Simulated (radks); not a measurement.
Coulomb parameter of the 4f shell of the praseodymium ion Pr+ in the model configuration [Xe] 4f3 6s1, as a second difference U = [E(n + 0.5) + E(n - 0.5) - 2 E(n)] / (0.5)^2 with all orbitals relaxed. "Bare": the charge of the atom changes with n. "Screened": the 6s shell takes up the change at fixed total charge, which measures U(4f,4f) + U(6s,6s) - 2 U(4f,6s). Calculated with a radial shooting solver on a logarithmic mesh with Libxc functionals: scalar-relativistic Kohn-Sham, r2SCAN, spin-unpolarised, spherical densities, finite nucleus; meta-GGA in the generalised Kohn-Sham scheme; Fermi nuclear charge, rms radius 4.8919 fm.

case,configuration,E - E(n) (eV)
start,[Xe] 4f3 6s1,0.000
bare +0.5,[Xe] 4f3.5 6s1,-1.892
bare -0.5,[Xe] 4f2.5 6s1,5.008
screened +0.5,[Xe] 4f3.5 6s0.5,1.144
screened -0.5,[Xe] 4f2.5 6s1.5,0.005

U(bare) = 12.464 eV, U(screened by 6s) = 4.596 eV, against the Slater integral F0(4f,4f) = 22.219 eV with frozen orbitals.
